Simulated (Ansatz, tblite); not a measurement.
Adding an electron: the cluster B₄⁺ (the lowest doublet isomer of a short search). Charge 1, multiplicity 2. Geometry: B3LYP-D4/def2-TZVP. Ansatz, gas phase; energy differences of separate SCF runs; the reduced species is a singlet (the triplet lies 1.15 eV higher at PBE0-D4/def2-TZVP).

| atom | x (Å) | y (Å) | z (Å) |
| --- | --- | --- | --- |
| B1 | 0.785 | -0.758 | 0.020 |
| B2 | -0.786 | 0.758 | -0.020 |
| B3 | -0.377 | -0.365 | 0.957 |
| B4 | 0.377 | 0.365 | -0.957 |

The xTB rows come from tblite. The structure comes from a short search, and lower isomers may exist.

Question: Estimate orbital energies and vertical electron affinities at: GFN1-xTB; GFN2-xTB; PBE-D4/def2-TZVP; r2SCAN-D4/def2-TZVP; PBE0-D4/def2-TZVP.

Answer: 
```tsv
level	−HOMO (eV)	−LUMO (eV)	vertical EA (eV)	HOMO–LUMO gap (eV)
GFN1-xTB	–	–	13.45	–
GFN2-xTB	–	–	11.61	–
PBE-D4/def2-TZVP	13.41	12.34	9.44	1.07
r2SCAN-D4/def2-TZVP	13.64	11.90	9.29	1.74
PBE0-D4/def2-TZVP	14.21	11.30	9.32	2.91
```

  HOMO and LUMO are the levels of the spin that leaves or enters (xTB has no such levels and no spin-polarisation term). Other spin states of the ions may lie lower, which would lower the ionisation energy or raise the affinity. Raw xTB energy differences between charge states are shifted by several eV; the methods need an empirical correction for them.
